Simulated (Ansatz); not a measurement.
Ansatz (a first-principles code) input for F4Hf, SMILES [F][Hf]([F])([F])[F] (connectivity only; charge and spin as stated), charge -1, multiplicity 2, PBE0-D3(BJ)/def2-SVPD. 

Ansatz 0.2 input:
```yaml
crystal:
  periodic: [false, false, false]
  atoms:
    - {symbol: Hf, position_ang: [-0.00000000, -0.00000000, 0.00000000]}
    - {symbol: F, position_ang: [1.22802122, -1.22802121, -0.72099115]}
    - {symbol: F, position_ang: [1.22802121, 1.22802121, 0.72099116]}
    - {symbol: F, position_ang: [-1.22802121, -1.22802121, 0.72099115]}
    - {symbol: F, position_ang: [-1.22802121, 1.22802122, -0.72099116]}
basis:
  gaussian:
    orbitals: def2-SVPD
hamiltonian:
  xc: pbe0
  dispersion: d3bj
total_charge: -1
magnetization: {spin_polarized: true, initial_magnetization: 1}
relax: {f_tol: 0.002, max_steps: 200}
```

It prints:

```
WARN ansatz: RAYON_NUM_THREADS=1 ignored (pool sized by the plan → 1); use --threads N
Functional definition: PBE0
integrals: 0.05 GiB planned
1086 factors; their error is unknown
mean field: 0.66 GiB planned
mean field evaluation 1: about -12163.4440 eV, gradient 1.9e1 eV
mean field evaluation 2: about -12160.3374 eV, gradient 3.8e1 eV
mean field evaluation 4: about -12164.9600 eV, gradient 3.3e-1 eV
mean field evaluation 8: about -12165.1245 eV, gradient 1.1e-1 eV
mean field evaluation 16: about -12165.1245 eV, gradient 2.7e-5 eV
mean field -12165.12454164 eV, -447.0600810878 hartree, gradient 2.7e-5 eV, S^2 0.751036; 0 other end points of the search recorded, 0 dependent functions left out
the calculation of the forces begins
reference -12165.12458212 eV, -447.0600825754 hartree; 25, 24 occupied and 102, 103 virtual orbitals, 1086 factors
relax step   1: F+E_penalty+E_count = -12165.17976154 eV  Δ(F+E_penalty+E_count) = +0.000e0 eV  max|allowed force component| = 1.853e0 eV/Å  Δτ_max = 0.0000 Å  (30 SCF iters, accepted)
these checks for a lower state are left out or cut short: starts, cluster_reference, orbital_swaps, neighbouring_geometries, increment
integrals: 0.05 GiB planned
1086 factors; their error is unknown
mean field: 0.66 GiB planned
mean field -12165.69156181 eV, -447.0809186945 hartree, gradient 1.5e-5 eV, S^2 0.751105; 0 other end points of the search recorded, 0 dependent functions left out
the calculation of the forces begins
reference -12165.69160411 eV, -447.0809202491 hartree; 25, 24 occupied and 102, 103 virtual orbitals, 1086 factors
relax step   2: F+E_penalty+E_count = -12165.74548258 eV  Δ(F+E_penalty+E_count) = -5.657e-1 eV  max|allowed force component| = 2.676e-1 eV/Å  Δτ_max = 0.1164 Å  (37 SCF iters, accepted)
these checks for a lower state are left out or cut short: starts, cluster_reference, orbital_swaps, neighbouring_geometries, increment
integrals: 0.05 GiB planned
1086 factors; their error is unknown
mean field: 0.66 GiB planned
mean field evaluation 32: about -12165.7442 eV, gradient 2.4e-5 eV
mean field -12165.74423926 eV, -447.0828545552 hartree, gradient 2.4e-5 eV, S^2 0.751168; 0 other end points of the search recorded, 0 dependent functions left out
the calculation of the forces begins
reference -12165.74428045 eV, -447.0828560689 hartree; 25, 24 occupied and 102, 103 virtual orbitals, 1086 factors
relax step   3: F+E_penalty+E_count = -12165.79779219 eV  Δ(F+E_penalty+E_count) = -5.231e-2 eV  max|allowed force component| = 1.713e-1 eV/Å  Δτ_max = 0.1529 Å  (35 SCF iters, accepted)
these checks for a lower state are left out or cut short: starts, cluster_reference, orbital_swaps, neighbouring_geometries, increment
integrals: 0.05 GiB planned
1086 factors; their error is unknown
mean field: 0.66 GiB planned
mean field -12165.75002809 eV, -447.0830672909 hartree, gradient 1.4e-5 eV, S^2 0.751161; 0 other end points of the search recorded, 0 dependent functions left out
the calculation of the forces begins
reference -12165.75006934 eV, -447.0830688066 hartree; 25, 24 occupied and 102, 103 virtual orbitals, 1086 factors
relax step   4: F+E_penalty+E_count = -12165.80374299 eV  Δ(F+E_penalty+E_count) = -5.951e-3 eV  max|allowed force component| = 6.989e-3 eV/Å  Δτ_max = 0.0111 Å  (33 SCF iters, accepted)
these checks for a lower state are left out or cut short: starts, cluster_reference, orbital_swaps, neighbouring_geometries, increment
integrals: 0.05 GiB planned
1086 factors; their error is unknown
mean field: 0.66 GiB planned
mean field -12165.75005867 eV, -447.0830684145 hartree, gradient 1.1e-5 eV, S^2 0.751162; 0 other end points of the search recorded, 0 dependent functions left out
the calculation of the forces begins
reference -12165.75009990 eV, -447.0830699298 hartree; 25, 24 occupied and 102, 103 virtual orbitals, 1086 factors
relax step   5: F+E_penalty+E_count = -12165.80378160 eV  Δ(F+E_penalty+E_count) = -3.861e-5 eV  max|allowed force component| = 7.437e-4 eV/Å  Δτ_max = 0.0032 Å  (34 SCF iters, accepted)
integrals: 0.05 GiB planned
1086 factors; their error is unknown
mean field: 0.66 GiB planned
mean field evaluation 64: about -12165.7501 eV, gradient 1.9e-3 eV
mean field -12165.75005867 eV, -447.0830684145 hartree, gradient 1.4e-5 eV, S^2 0.751162; 1 other end points of the search recorded, 0 dependent functions left out
the calculation of the forces begins
reference -12165.75009990 eV, -447.0830699298 hartree; 25, 24 occupied and 102, 103 virtual orbitals, 1086 factors
Total energy: -12165.80382283 eV, -447.0850442111 hartree
Atom 0 at     0.000000    -0.000000     0.000000 Å, force    -0.000000    -0.000000    -0.000000 eV/Å
Atom 1 at     1.350631    -1.350631    -0.537971 Å, force     0.000275    -0.000275     0.000744 eV/Å
Atom 2 at     1.350631     1.350631     0.537971 Å, force     0.000275     0.000275    -0.000744 eV/Å
Atom 3 at    -1.350631    -1.350631     0.537971 Å, force    -0.000275    -0.000275    -0.000744 eV/Å
Atom 4 at    -1.350631     1.350631    -0.537971 Å, force    -0.000275     0.000275     0.000744 eV/Å
Dipole moment:     0.000000     0.000000    -0.000000 e Å
```

The calculation finished and met its thresholds.
